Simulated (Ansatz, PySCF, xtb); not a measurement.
Dimer: GeH4 (SMILES [GeH4]) (first 5 atoms) with CH4S (SMILES CS); geometry from B3LYP-D3(BJ)/def2-TZVP, rigid monomers moved along the line of their centres of mass till Ge1···S7 is 4.30 Å.
(charge 0, multiplicity 1):
```xyz
11

Ge     0.000     0.134     0.162
H     -1.524     0.285     0.226
H      0.418    -1.236     0.716
H      0.681     1.245     0.973
H      0.460     0.232    -1.305
C      1.033    -0.360     4.549
S     -0.778    -0.287     4.366
H      1.503    -0.759     3.652
H      1.364     0.668     4.690
H      1.318    -0.945     5.420
H     -0.979    -1.602     4.180
```

Monomers are frozen at their geometry in the pair; levels with a basis set take the counterpoise correction. Rows marked so take none.

Rows in 6-31G* carry no dispersion term and start afresh at each structure (6-31G* with six Cartesian d functions); the Pople sets are all-electron and without relativity.

Run with Ansatz (Gaussian orbitals); PySCF for 6-31G* rows, the dispersion terms; xtb for the GFN methods. Each number belongs to the level named beside it.

Task: One of these levels gives 0.11 kcal/mol for the interaction energy. Name it.
(A) r2SCAN-D4/def2-TZVPPD
(B) GFN1-xTB
(C) PBE-D3(BJ)/def2-TZVPPD
(D) BP86/6-31G* (no counterpoise)

Result: D, BP86/6-31G* (no counterpoise). The others give -7.17 (GFN1-xTB), -1.64 (PBE-D3(BJ)/def2-TZVPPD), -1.32 (r2SCAN-D4/def2-TZVPPD)

Ansatz is an electronic-structure program.
